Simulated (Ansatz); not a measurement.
ReO4, that is [ReO4]- with one electron fewer. Charge 0, multiplicity 2. Geometry PBE0-D4/def2-SVPD; atoms count from 1.

```xyz
5

Re   -0.064   -0.004    0.034
O    -1.059   -1.377    0.077
O    -0.768    1.272    0.904
O     0.314    0.477   -1.637
O     1.576   -0.368    0.622
```

In the def2 sets Re takes a core potential; there is no spin–orbit coupling. The relaxed charge 0 doublet is spin-contaminated (final ⟨S²⟩ up to 0.83, 0.75 for a pure state). No other spin state of charge 0 was run.

Estimate the Mulliken populations from the PBE0/def2-TZVPD orbitals of Ansatz.


| atom | charge (e) | spin (α − β) | d electrons |
| --- | --- | --- | --- |
| Re1 | 1.84 | -0.28 | 4.16 |
| O2 | -0.50 | -0.01 | – |
| O3 | -0.50 | -0.01 | – |
| O4 | -0.42 | 0.65 | – |
| O5 | -0.42 | 0.65 | – |
Mulliken values and Mayer orders depend strongly on the basis. With diffuse functions, as here, like atoms can get unlike values, and bond orders can come out too low or too high.

Where does the spin sit?

Summed by element: Re -0.28, O 1.28, of 1 unpaired in all. Largest on single atoms: O4 0.65, O5 0.65, Re1 -0.28.

And the Mayer bond orders between bonded heavy atoms (over 0.3)?

Re1–O2 1.79 (1.70 Å); Re1–O3 1.79 (1.70 Å); Re1–O4 1.33 (1.78 Å); Re1–O5 1.33 (1.78 Å).
